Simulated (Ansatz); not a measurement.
Reaction (substitution at a C–B bond): `CBI` + `S[SiH2][GeH3]` → `CS[SiH2][GeH3]` + `BI`

Program: Ansatz. Geometries: PBE0-D4/def2-TZVP. ΔE: electronic, gas phase. CCSD(T)/CBS adds triple-zeta CCSD(T) − MP2 to the extrapolated MP2 energy (def2 sets, frozen cores). Functionals use def2-TZVPP. Elements past krypton have def2 core potentials. For Ge, I outer-core shells are correlated without core-valence functions, which leaves a few kJ/mol of doubt a bond. Scalar relativity is left out up to krypton. Each species was taken in one conformer, which may not be the lowest.

Q: Is it downhill or uphill in electronic energy at CCSD(T)/CBS, and by how much? (Best estimate.)

A: Ansatz gave: Uphill: ΔE = +66.7 kJ/mol.

Q: What do these levels give: PBE-D4, B2PLYP, PBE-QIDH, PBE, HF/def2-SVP, MP2/CBS(def2)? (An estimate is asked.)

A: The calculation gave: PBE-D4 67.8, B2PLYP 68.5, PBE-QIDH 70.0, PBE 70.4, HF/def2-SVP 75.9, MP2/CBS(def2) 67.2 kJ/mol.

Largest T1 diagnostic among the species: 0.012.

At CCSD(T), def2-SVP lies +6.0 kJ/mol from the extrapolated value and def2-TZVPP +0.3 kJ/mol. Leaving LDA and LC-ωPBE aside and taking each functional with its dispersion term where it has one, the values, not all of them listed here, spread over 12.4 kJ/mol, from revPBE-D4 to B97M-V. LDA lies +5.9 kJ/mol from PBE without D4.
